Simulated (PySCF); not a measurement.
**Radial density of Zn (zinc, neutral)**

UHF, [Ar] 3d10 4s2, closed-shell 1S. Computed with PySCF 2.14 in cc-pVTZ-PP with ECP10MDF, with a scalar-relativistic core potential. This is the valence pseudo-density: the core potential removes the inner electrons and smooths the orbitals near the nucleus.

```json
{"r (bohr)": "0.00574", "4πr²ρ (e/bohr)": "1.330e-05"}
{"r (bohr)": "0.00965", "4πr²ρ (e/bohr)": "3.592e-05"}
{"r (bohr)": "0.0162", "4πr²ρ (e/bohr)": "9.677e-05"}
{"r (bohr)": "0.0273", "4πr²ρ (e/bohr)": "0.0003695"}
{"r (bohr)": "0.0459", "4πr²ρ (e/bohr)": "0.003442"}
{"r (bohr)": "0.0772", "4πr²ρ (e/bohr)": "0.04460"}
{"r (bohr)": "0.130", "4πr²ρ (e/bohr)": "0.4558"}
{"r (bohr)": "0.219", "4πr²ρ (e/bohr)": "3.181"}
{"r (bohr)": "0.368", "4πr²ρ (e/bohr)": "14.35"}
{"r (bohr)": "0.618", "4πr²ρ (e/bohr)": "24.51"}
{"r (bohr)": "1.04", "4πr²ρ (e/bohr)": "10.27"}
{"r (bohr)": "1.75", "4πr²ρ (e/bohr)": "2.168"}
{"r (bohr)": "2.94", "4πr²ρ (e/bohr)": "0.7324"}
{"r (bohr)": "4.95", "4πr²ρ (e/bohr)": "0.1249"}
{"r (bohr)": "8.32", "4πr²ρ (e/bohr)": "0.002747"}
```

Energies and moments cover only the electrons outside the core potential.
